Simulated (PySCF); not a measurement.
**Worked example: dipole moment from atomic charges**

In(Cl)(OH)(OMe) (CH4ClInO2), SMILES C[O][In]([OH])[Cl]. Atoms are numbered in the order given.

```xyz
9

In    -0.0917     0.0290     0.1307
Cl     0.9335     2.1211    -0.0045
O     -1.4063    -0.3300     1.5774
H     -1.5185     0.4449     2.1419
O      0.4003    -1.3273    -1.2257
C     -0.1523    -2.6144    -1.2451
H     -1.2489    -2.6184    -1.3939
H      0.2932    -3.1656    -2.0914
H      0.0600    -3.1969    -0.3283
```
Charge 0, spin multiplicity 1.

Geometry: PBE0-D3(BJ)/def2-SVP. The structure was generated by enumeration; whether it is a known compound was not checked. The def2 effective core potentials stand for the cores of In; spin–orbit coupling is left out. The values are those of a single conformer.

Charges (e) from PBE0/def2-TZVP (PySCF):

```json
[
 {"atom": "In1", "Mulliken": "1.006", "ESP fit": "0.988"},
 {"atom": "Cl2", "Mulliken": "-0.370", "ESP fit": "-0.340"},
 {"atom": "O3", "Mulliken": "-0.639", "ESP fit": "-0.684"},
 {"atom": "H4", "Mulliken": "0.322", "ESP fit": "0.343"},
 {"atom": "O5", "Mulliken": "-0.470", "ESP fit": "-0.498"},
 {"atom": "C6", "Mulliken": "-0.205", "ESP fit": "0.026"},
 {"atom": "H7", "Mulliken": "0.114", "ESP fit": "0.056"},
 {"atom": "H8", "Mulliken": "0.129", "ESP fit": "0.058"},
 {"atom": "H9", "Mulliken": "0.114", "ESP fit": "0.051"}
]
```

The dipole moment of the full density is 1.38 D.

Question: What dipole moment does each set of point charges give, and which comes closer to that of the density?

Answer: 
μ = Σ q r, and 1 e Å = 4.8032 D.
Mulliken: Σ q r = (-0.283, -0.313, 0.180) e Å, |μ| = 2.20 D.
ESP fit: Σ q r = (-0.220, -0.214, 0.148) e Å, |μ| = 1.64 D.
ESP fit comes closer in size. Point charges leave out the atoms' own dipoles (lone pairs, polarised bonds); fits to the potential absorb them, partitions of the density don't.
